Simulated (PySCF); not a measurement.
Working out the excitation energy of Hf

Hf [Xe] 4f14 5d2 6s2 (3F) → Hf [Xe] 4f14 5d1 6s2 6p1 (high-spin determinant). All numbers are calculated (PySCF 2.14, a scalar-relativistic core potential, in def2-TZVPPD with the def2 core potential (60 electrons)). Frozen: 5s2 5p6. Energies in hartree (1 hartree = 27.21139 eV):

```
            part  Hf (lower)  Hf (upper)
             UHF  -47.369636  -47.307818
CCSD correlation   -0.060562   -0.061822
             (T)   -0.003158   -0.004563
```

Task: What does Hartree-Fock give?

Result: (-47.307818) − (-47.369636) = 0.061818 hartree = 1.682 eV.

Task: What do CCSD and CCSD(T) give?

Result: The CCSD correlation energies differ by -0.001260 hartree = -0.034 eV and the triples by -0.001405 hartree = -0.038 eV, so CCSD gives 1.648 eV and CCSD(T) 1.610 eV.

One determinant mixes LS terms, so it does not stand for a single term.

The coupled-cluster amplitudes are large, so a single reference is strained.
